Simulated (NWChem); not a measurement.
System: KI cation, doublet; SMILES of the neutral closed-shell parent [K][I]

```xyz
2

K      0.0000     0.0000    -2.7131
I      0.0000     0.0000     0.9625
```
Atoms are numbered in this order, from 1.

Level: PBE0/def2-SVP with def2 effective core potentials on I, spin-unrestricted (NWChem), optimised geometry, unscaled harmonic frequencies. The state is orbitally degenerate and is run as one real component. This spin state was assumed; another may lie lower. def2 effective core potentials on I; no spin-orbit coupling.

List the harmonic frequencies with IR intensities, and the thermochemistry.


```tsv
frequency (cm⁻¹)	IR intensity (km/mol)
72	23.0
```

```json
{
 "zero_point_energy": "0.1 kcal/mol",
 "thermal correction to the enthalpy at 298.15 K (with zero-point energy)": "2.7 kcal/mol",
 "heat capacity Cv": "6.9 cal/(mol K)"
}
```

Rigid rotor and harmonic oscillator; modes under 100 cm⁻¹ make the entropy uncertain.
